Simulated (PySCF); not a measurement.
A small calculation by hand: dipole moment from atomic charges

As₂BH₅O, SMILES OB([AsH2])[AsH2]. Atoms are numbered in the order given.

```xyz
9

B      0.6537    -0.2752     0.0708
As    -0.9324    -1.0490     1.1431
H     -0.5298    -2.5176     0.9630
H     -1.8751    -1.0592    -0.0563
As     0.3575     1.3046    -1.2113
H      1.5069     2.1460    -0.6605
H     -0.6977     1.9821    -0.3395
O      1.9114    -0.7573     0.1609
H      2.0084    -1.5520     0.7033
```
Charge 0, spin multiplicity 1.

Coordinates come from a B3LYP-D3(BJ)/def2-SVP optimisation. The structure was generated by enumeration, and PubChem lists no compound with its InChIKey, so it may never have been made. The values are those of a single conformer.

Charges (e) from PySCF with PBE/def2-TZVP:

```json
[
 {"atom": "B1", "Mulliken": "0.088", "IAO": "0.024"},
 {"atom": "As2", "Mulliken": "-0.164", "IAO": "0.045"},
 {"atom": "H3", "Mulliken": "0.036", "IAO": "-0.023"},
 {"atom": "H4", "Mulliken": "0.063", "IAO": "-0.001"},
 {"atom": "As5", "Mulliken": "-0.142", "IAO": "0.070"},
 {"atom": "H6", "Mulliken": "0.054", "IAO": "-0.004"},
 {"atom": "H7", "Mulliken": "0.047", "IAO": "-0.014"},
 {"atom": "O8", "Mulliken": "-0.300", "IAO": "-0.469"},
 {"atom": "H9", "Mulliken": "0.317", "IAO": "0.373"}
]
```

The dipole moment of the full density is 1.68 D.

**Question.** What dipole moment does each set of point charges give, and which comes closer to that of the density?

**Answer.** 
μ = Σ q r, and 1 e Å = 4.8032 D.
Mulliken: Σ q r = (0.134, -0.251, 0.145) e Å, |μ| = 1.53 D.
IAO: Σ q r = (-0.131, -0.164, 0.141) e Å, |μ| = 1.21 D.
Mulliken comes closer in size. Point charges leave out the atoms' own dipoles (lone pairs, polarised bonds); fits to the potential absorb them, partitions of the density don't.
